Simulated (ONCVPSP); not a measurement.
**indium (In): excitation energies, all-electron against ONCV**

indium, optimised norm-conserving Vanderbilt (ONCV), made with ONCVPSP 4.0.1 (LDA (Perdew-Zunger), fully relativistic). Core [Kr], reference 4d10 5s2 5p1. Waves: 5s: rc 1.90 bohr, ncon 4, nbas 8, qcut 3.2 1/bohr, 2 projectors, debl 1 Ha; 5p: rc 3.00 bohr, ncon 4, nbas 8, qcut 3 1/bohr, 2 projectors, debl 2.4 Ha; 4d: rc 1.75 bohr, ncon 4, nbas 9, qcut 7.1 1/bohr, 3 projectors, debl 2.6 Ha; f scattering state at 0.31 Ha: rc 2.40 bohr, ncon 4, nbas 8, qcut 5.2 1/bohr, 2 projectors, debl 3.9 Ha. Local part: polynomial inside 1.40 bohr (lpopt 5, dvloc0 3 Ha). Core correction: Teter function, fcfact 6, rcfact 1.6.

Open shells are filled in proportion to 2j + 1.

Energies are relative to the spin-unpolarised reference configuration 4d10 5s2 5p1; without spin polarisation the order of configurations can differ from experiment. Not all tests gave a result: 1 of 4 tests not solved or not reliable.

```
valence configuration  charge  ΔE all-electron (eV)  error AE − PS (meV)
         4d10 5s2 5p0      +1                 5.606                 -1.9
         4d10 5s1 5p0      +2                25.267                  -16
          4d9 5s2 5p1      +1                25.216                  -70
```

Levels in the configuration 4d10 5s2 5p0:

| level | all-electron (eV) | pseudo (eV) |
| --- | --- | --- |
| 4d j=5/2 | -25.900 | -25.896 |
| 4d j=3/2 | -26.769 | -26.764 |
| 5s j=1/2 | -15.306 | -15.313 |

Note: no bound ghost flagged; GHOST(+) flagged for s at 7.9 eV, p3/2 at 85.5 eV, p1/2 at 87.4 eV.
